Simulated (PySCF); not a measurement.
Here is a computed GFN2-xTB geometry (Å):
```
atom  x, y, z in Å
C1     2.7211   -0.2824    0.1488
S2     1.1544   -1.0992   -0.2906
C3     0.0659    0.2828   -0.0856
N4     0.5007    1.5432    0.0557
N5    -0.5758    2.2921    0.1712
N6    -1.6815    1.5761    0.1039
C7    -1.3266    0.2915   -0.0578
C8    -2.2869   -0.8417   -0.1692
H9     2.5197    0.7853    0.1002
H10    3.4838   -0.5802   -0.5664
H11    3.0131   -0.5758    1.1554
H12   -3.2980   -0.4530   -0.2813
H13   -2.0422   -1.4673   -1.0302
H14   -2.2482   -1.4718    0.7238
```

Charge -1, singlet.

Question: Which heavy atoms are bonded, and with what formal order?

Answer: C1–S2 1.82 Å (single); S2–C3 1.77 Å (single); C3–N4 1.34 Å (aromatic); N4–N5 1.32 Å (aromatic); N5–N6 1.32 Å (aromatic); N6–C7 1.34 Å (aromatic); C7–C8 1.49 Å (single); C3–C7 1.39 Å (aromatic). Bonds to hydrogen (Å): C1–H9 1.09; C1–H10 1.09; C1–H11 1.09; C8–H12 1.09; C8–H13 1.09; C8–H14 1.09. The orders are those of one drawing; other resonance forms can be drawn.

Question: Which species is it?

Answer: `CSc1nn[n-]c1C`, [C4H6N3S]-. Among its features: pyridine-type ring nitrogen and sulfide.

Question: Name the point group.

Answer: C1 (no symmetry element, even within 0.4 Å).

Question: Which rings does it hold (smallest set)?

Answer: C3–N4–N5–N6–C7 (5 members, 0.00 Å rms from planarity).

Question: Classify the heavy atoms.

Answer: C1: S-methyl carbon; S2: sulfide sulfur; C3: substituted aromatic carbon; N4: ring nitrogen; N5: ring nitrogen; N6: two-coordinate ring nitrogen; C7: substituted aromatic carbon; C8: benzylic-type carbon.

Question: What is the arrangement about N6?

Answer: It has 2 neighbours (N5, C7) and is bent (angle 107.7°).

Question: What is the arrangement about C1?

Answer: It has 4 neighbours (S2, H9, H10, H11) and is distorted tetrahedral (angles from 105.7° to 111.7°).
